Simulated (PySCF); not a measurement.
PySCF 2.14 output of a UHF calculation on a single atom or ion in x2c-TZVPPall, with the spin-free X2C one-electron Hamiltonian (Gaussian nucleus):

```
SCF conv_tol = 1e-09
number electrons alpha = 9  beta = 9
cycle= 1 E= -601.301552266935  delta_E= -2.91e-10  |g|= 4.32e-06  |ddm|= 3.65e-05
converged SCF energy = -601.301552266935  <S^2> = 1.7763568e-15  2S+1 = 1
```

The run itself started from symmetry-adapted Hartree-Fock orbitals and held the occupation by maximum overlap, so the iterations belong to that start.

Task: Which element, charge and spin multiplicity is this?

Result: K⁺ (potassium, charge +1), multiplicity 1; the state was [Ar], closed-shell 1S.
